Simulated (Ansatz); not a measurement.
System: GaAsH4, charge 0, singlet. GaAsH4 (SMILES [GaH2][AsH2]).
B3LYP-D3(BJ)/def2-TZVP minimum from Ansatz (a first-principles code):
```
Ga
H 1 1.5722
H 1 1.5722 2 120.88
As 1 2.4333 2 119.45 3 174.65
H 4 1.5236 1 93.01 2 45.71
H 4 1.5236 5 93.68 1 -93.21
```

Total energies in cc-pVTZ, 12 correlated electrons, 28 frozen orbitals. Radicals and triplets start from unrestricted determinants; spin-orbit coupling is neglected. Correlated methods leave the cores frozen (noble-gas shells, and filled d and f shells in the p block). No relativity.

```json
[
 {"method": "HF", "program": "Ansatz", "energy (Eh)": "-4159.85069", "minus CCSDT(Q) (mEh)": "275.07"},
 {"method": "MP2", "program": "Ansatz", "energy (Eh)": "-4160.07721", "minus CCSDT(Q) (mEh)": "48.56"},
 {"method": "CCSD", "program": "Ansatz", "energy (Eh)": "-4160.11523", "minus CCSDT(Q) (mEh)": "10.53"},
 {"method": "CCSD(T)", "program": "Ansatz", "energy (Eh)": "-4160.12424", "minus CCSDT(Q) (mEh)": "1.53"},
 {"method": "CCSDT(Q)", "program": "Ansatz", "energy (Eh)": "-4160.12576", "minus CCSDT(Q) (mEh)": "0.00"}
]
```

Rough core times of Ansatz's runs on a shared machine: CCSD(T) under 20 s, CCSDT(Q) 10 min.
